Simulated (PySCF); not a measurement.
Excitation energy of F⁺ by level of theory

F⁺ [He] 2s2 2p4 (3P) → F⁺ [He] 2s1 2p4 3s1 (5P), as a difference of total energies. Calculation: PySCF 2.14, in aug-cc-pVQZ; no relativity, point nucleus. Correlated levels: valence: 1s2 frozen. The calculations carry no spin-orbit coupling.

| method | excitation energy (eV) |
| --- | --- |
| UHF | 39.522 |
| MP2 (valence) | 40.576 |
| SCS-MP2 (valence) | 40.775 |
| CCSD (valence) | 40.947 |
| CCSD(T) (valence) | 40.835 |

How much does correlation contribute at CCSD(T) (valence)?

40.835 − (39.522) = 1.313 eV, measured against UHF.

The upper state lies above the first ionisation limit, where it may autoionise and the basis confines it. A Rydberg-like electron needs more diffuse functions than a valence basis has.

The promoted electron is Rydberg-like, and one or two diffuse shells describe it only roughly, which tends to raise the upper state.

The coupled-cluster amplitudes are large for the upper state (T1 above 0.03 or a double amplitude above 0.15), so a single reference is strained.
